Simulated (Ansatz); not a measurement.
C4H7Ga, SMILES `C#C[CH2][GaH][CH3]`, relaxed with RKS PBE0-D4/def2-TZVP in the Gaussian-basis code of Ansatz from a GFN2-xTB geometry. The force threshold is 0.005 eV/Å; the program also tests the step.

The species carries charge 0 and has multiplicity 1.

Start:

```xyz
12

C     1.509   -0.323    2.002
C     0.475   -0.722    1.539
C    -0.751   -1.149    0.918
Ga   -1.000   -0.068   -0.827
C     0.320    1.271   -1.594
H     2.399   -0.025    2.472
H    -1.598   -0.982    1.596
H    -0.708   -2.225    0.699
H    -2.377   -0.362   -1.602
H    -0.021    2.299   -1.443
H     0.466    1.127   -2.668
H     1.286    1.159   -1.093
```

(1) By how much does the energy fall, and how many steps does the optimiser take? (Best estimate.)

(2) Which bonds change most? (Estimate.)

(3) Give the relaxed structure. (Estimate.)

Answers

(1) The calculation gave: 11.72 kJ/mol, in 19 steps, 1 of them rejected.

(2) Ansatz gave: Ga4–C5 from 2.030 to 1.959 Å; C3–Ga4 from 2.068 to 2.001 Å; Ga4–H9 from 1.608 to 1.576 Å; C1–H6 from 1.049 to 1.064 Å.

(3) Ansatz gave: 
```xyz
12

C     1.573   -0.372    1.964
C     0.521   -0.708    1.486
C    -0.724   -1.063    0.858
Ga   -1.032   -0.071   -0.851
C     0.281    1.231   -1.498
H     2.498   -0.092    2.408
H    -1.574   -0.859    1.519
H    -0.764   -2.135    0.633
H    -2.369   -0.401   -1.617
H    -0.177    2.221   -1.581
H     0.630    0.956   -2.497
H     1.137    1.292   -0.825
```
